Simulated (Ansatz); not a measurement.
Consider the formal hydrolysis of the In–C bond: `C[C](=N)[InH][Cl]` + H₂O → `[OH][InH][Cl]` + `CC=N`.

Program: Ansatz. Geometries: PBE0-D4/def2-TZVP. ΔE: electronic, gas phase. CCSD(T)/CBS adds triple-zeta CCSD(T) − MP2 to the extrapolated MP2 energy (def2 sets, frozen cores). This one scheme is used for every species. Functionals use def2-TZVPP. def2 core potentials past Kr. For In outer-core shells are correlated without core-valence functions, which leaves a few kJ/mol of doubt a bond. Each species was taken in one conformer, which may not be the lowest.

| species | r2SCAN0 energy (Eh) |
| --- | --- |
| `C[C](=N)[InH][Cl]` | -784.30066 |
| H₂O | -76.41194 |
| `[OH][InH][Cl]` | -726.82583 |
| `CC=N` | -133.90575 |

(1) Work out ΔE.

(2) What do rigid-rotor, harmonic-oscillator terms from PBE0-D4/def2-TZVP frequencies (298.15 K, 1 bar) make of the CCSD(T)/CBS value? (An estimate is asked.)

Largest T1 diagnostic among the species: 0.015.

## Answers

(1) ΔE = (-726.82583) + (-133.90575) − (-784.30066) − (-76.41194) = -0.01898 Eh = -49.8 kJ/mol. CCSD(T)/CBS gives -46.3 kJ/mol.

(2) Ansatz gave: ΔZPE = +4.9 kJ/mol, ΔH = -45.4 kJ/mol, ΔS = 14 J/(mol·K), ΔG = -49.6 kJ/mol.

The D4 term adds +9.3 kJ/mol with B3LYP and +5.1 kJ/mol with PBE0; it sums over pairs of atoms, weighted by their polarisabilities, and B3LYP, whose exchange is more repulsive, gets the larger term. From BLYP to BHLYP (50 % exact exchange), in def2-TZVPP and without D4, ΔE moves by −5.9 kJ/mol. Leaving LDA and LC-ωPBE aside and taking each functional with its dispersion term where it has one, the values, not all of them listed here, spread over 16.7 kJ/mol, from ωB97X-V to revPBE-D4. LDA lies +11.0 kJ/mol from PBE without D4.

B3LYP here is the variant with VWN-RPA as its local correlation; programs differ in this.
